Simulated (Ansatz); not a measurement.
Geometry optimisation, RKS PBE0/def2-SVPD in Ansatz 0.2.0.

Input:

```yaml
crystal:
  periodic: [false, false, false]
  atoms:
    - { symbol: Cl, position_ang: [0.4381, -0.3626, 2.122] }
    - { symbol: B, position_ang: [0.222, -0.516, 0.2843] }
    - { symbol: Cl, position_ang: [1.5144, -1.3675, -0.6862] }
    - { symbol: Te, position_ang: [-1.4519, 0.3464, -0.7679] }
    - { symbol: H, position_ang: [-0.6727, 1.8261, -0.9936] }
basis:
  gaussian: { orbitals: def2-SVPD }
hamiltonian:
  xc: pbe0
relax:
  f_tol: 0.02
  max_steps: 50
output:
  orbitals: {}
```

Launched with:

```bash
$ ansatz run input.yaml --threads 2 --pin off --max-ram 3072MiB --backend cpu --events-out ev --progress --plain --runs-dir out
```

**Question.** Where does it end, and by what steps?

**Answer.** The forces met the threshold. After 12 steps the energy has fallen by 0.722 eV; H5 moved furthest, 1.02 Å.

| step | energy less start (eV) | largest force component (eV/Å) | accepted |
| --- | --- | --- | --- |
| 0 | 0.0000 | 2.100 | yes |
| 1 | -0.0362 | 1.680 | yes |
| 2 | -0.1533 | 1.381 | yes |
| 3 | -0.2799 | 0.276 | yes |
| 4 | -0.3061 | 0.490 | yes |
| 5 | -0.3521 | 1.030 | yes |
| 6 | -0.5277 | 0.647 | yes |
| 7 | -0.6027 | 0.817 | yes |
| 8 | -0.5627 | 0.935 | no |
| 9 | -0.6764 | 0.478 | yes |
| 10 | -0.7120 | 0.253 | yes |
| 11 | -0.7216 | 0.073 | yes |
| 12 | -0.7219 | 0.012 | yes |

```xyz
5
Properties=species:S:1:pos:R:3
Cl 0.627 0.089 1.762
B 0.392 -0.475 0.121
Cl 1.226 -1.923 -0.419
Te -0.878 0.521 -1.290
H -1.318 1.714 -0.216
```

Time of the run: 36 s on 2 threads of Intel(R) Xeon(R) Platinum 8488C (Sapphire Rapids), on a shared host, peak memory 0.33 GiB.
